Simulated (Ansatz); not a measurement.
Cost and result up the ladder for Mg₄H₁₄S₄ (22 atoms). The state is a singlet with charge 0. Geometry: r2SCAN-D4/def2-SVP.

```xyz
22

Mg    0.8917    1.1309    3.0502
S    -0.8671   -1.1015    2.4129
Mg   -1.5850    1.4656   -1.0824
S    -0.1407    2.2727    0.9601
S    -0.3924   -1.8367   -3.1533
Mg   -0.7982   -1.7883   -0.3226
Mg    1.4928    2.0798   -1.0061
S     1.7068   -0.6387   -0.4279
H     0.7326    1.9402    4.5543
H     1.6965   -0.1693    2.1528
H    -2.0890   -1.5921    2.7607
H    -0.1975   -2.1231    2.9889
H    -1.7561   -0.2881   -0.5248
H    -2.8867    2.3830   -1.7325
H    -0.3743    3.5864    1.1686
H    -1.2009   -0.8582   -3.6209
H    -1.3054   -2.8149   -3.3478
H    -0.8358   -3.5034   -0.1981
H     2.9826    2.8511   -1.3190
H     0.1095    1.3348   -1.9879
H     2.6866   -1.2069    0.3050
H     2.1303   -1.1231   -1.6301
```

Ansatz on 4 threads of Arm Neoverse V2 on a shared host. Times are rough, and most runs start from the orbitals of an earlier one. PBE0-D4/def2-TZVP serves as the yardstick here, not as an exact answer. Differences are given only for rows in sets of like size (and for xTB, whose basis is part of the method), since another set adds its own error. Binding counts from free atoms at the same level (Mg singlet, S triplet, H doublet; other spins of the atoms weren't run), without zero-point energy or a counterpoise term.

HSE06 is defined as in plane-wave codes, on full-range PBE exchange. Correlated methods freeze 24 core orbitals; core or outer-core shells of Mg are correlated, in sets that lack core-valence functions. The rows differ in basis, and correlated rows in double-zeta sets carry the largest basis error.

Correlated methods converge slowly with the basis, most of all in double-zeta sets.

| level | functions | wall time | binding energy per atom (eV) | difference from PBE0-D4/def2-TZVP (eV) |
| --- | --- | --- | --- | --- |
| HF/STO-3G | 86 | 0.45 s | 2.60 | – |
| PBE-D4/def2-SVP | 214 | 4.8 s | 2.31 | – |
| MP2/def2-SVP | 214 | 6 s | 2.14 | – |
| PBE0-D4/def2-SVP | 214 | 7.5 s | 2.29 | – |
| PBE-D4/def2-TZVP | 360 | 8 s | 2.30 | 0.01 |
| PBE-D4/def2-TZVPD | 450 | 16 s | 2.30 | 0.01 |
| HSE06-D4/def2-TZVP | 360 | 17 s | 2.28 | 0.00 |
| r2SCAN-D4/def2-TZVP | 360 | 20 s | 2.35 | 0.06 |
| PBE0-D4/def2-TZVP (with forces) | 360 | 30 s | 2.28 | 0.00 |
